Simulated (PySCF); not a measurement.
# Xe: excitation energy

Xe [Xe] (1S) → Xe [Kr] 4d10 5s1 5p6 6p1 (3P), as a difference of total energies. Calculation: PySCF 2.14, in aug-cc-pVTZ-PP with one added diffuse shell each of d, f type with ECP28MDF (6s5p5d3f, 67 functions); a scalar-relativistic core potential. Correlated levels: valence: 4s2 4p6 4d10 frozen. The calculations carry no spin-orbit coupling.

```json
{"method": "UHF", "excitation energy (eV)": "24.742"}
{"method": "LDA", "excitation energy (eV)": "22.544"}
{"method": "PBE", "excitation energy (eV)": "22.213"}
{"method": "PBE0", "excitation energy (eV)": "23.071"}
{"method": "r2SCAN", "excitation energy (eV)": "22.932"}
{"method": "PW91", "excitation energy (eV)": "22.282"}
{"method": "M06", "excitation energy (eV)": "22.708"}
{"method": "B97-3", "excitation energy (eV)": "23.169"}
{"method": "PBEsol", "excitation energy (eV)": "22.323"}
{"method": "MP2 (valence)", "excitation energy (eV)": "23.533"}
{"method": "SCS-MP2 (valence)", "excitation energy (eV)": "23.328"}
```

Task: How much does correlation contribute at MP2 (valence)?

Result: 23.533 − (24.742) = -1.209 eV, measured against UHF.

The upper state lies above the first ionisation limit, where it may autoionise and the basis confines it. A Rydberg-like electron needs more diffuse functions than a valence basis has.

The promoted electron is Rydberg-like, and one or two diffuse shells describe it only roughly, which tends to raise the upper state.
